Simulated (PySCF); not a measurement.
Al(OH)₃ (singlet). Method: PBE0/[Al def2-TZVP, O def2-TZVP, H def2-TZVP], no relativity, density fitting, PySCF.

Harmonic bands of its minimum:

| ω (cm⁻¹) | IR (km/mol, summed over degenerate members) | degeneracy |
| --- | --- | --- |
| 223 | 63.5 | 2 |
| 283 | 0.0 | 1 |
| 325 | 418 | 1 |
| 355 | 0.0 | 2 |
| 635 | 0.0 | 1 |
| 649 | 449 | 2 |
| 712 | 0.0 | 1 |
| 944 | 334 | 2 |
| 3965 | 244 | 2 |
| 3966 | 0.0 | 1 |

Q: The central atom is Al. Infer the point group and assign the bands.

A: C3h. The modes span 4e' + 2a'' + e'' + 3a': 223 e', 283 a'', 325 a'', 355 e'', 635 a', 649 e', 712 a', 944 e', 3965 e', 3966 a'. The computed geometry has Al–O 1.689 Å (×3), O–H 0.956 Å (×3); Al–O–H 122.4° (×3), O–Al–O 120.0° (×3).

Only a few start shapes were tried, so a lower isomer may exist.
